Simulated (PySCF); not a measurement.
C2HF5, triplet, at the geometry of the source list (a higher spin typed on purpose: for a closed-shell molecule this is an excited state). Base run: PySCF with DF-B3LYP/6-31G**.

The PySCF input:
```python
from pyscf import gto, scf, dft

mol = gto.M(
    atom='''
F     1.102200   -1.199300    0.674800
C     0.779900   -0.121000   -0.054700
F     1.418900    0.937000    0.466100
C    -0.748200    0.111400    0.004700
F    -1.192800    0.297900    1.238800
F    -1.077500    1.181400   -0.720600
F    -1.391400   -0.935900   -0.513700
H     1.108800   -0.271500   -1.095500
''',
    basis='6-31g**',
    charge=0,
    spin=2,
    verbose=4,
)

mf = dft.UKS(mol)
mf.xc = 'b3lyp'
mf = mf.density_fit(auxbasis='def2-universal-jkfit')
mf.kernel()
mf.analyze()
```

Variants of this job, named by their change:

```tsv
change	ΔE vs base (µEh)	grid points	electrons on the grid
base	0.0	109360	57.99999
grids.level = 4	5.6	217104	58.00000
grids.prune = dft.gen_grid.treutler_prune	-0.7	95208	58.00000
grids.radi_method = mura_knowles	0.0	104824	57.99999
small_rho_cutoff = 0	0.0	109360	57.99999
grids.becke_scheme = stratmann	16.0	109360	57.99998
grids.atom_grid = (50, 194)	4.3	52712	57.99994
grids.atom_grid = (30, 110)	327	19672	58.00000
grids.level = 7	4.9	668144	58.00000
grids.level = 5	5.2	328888	58.00000
grids.prune = off	-0.4	173656	57.99999
```

Open shells are given as the SCF converged; they aren't shown to be the lowest states, and a large step between rows can be another state.
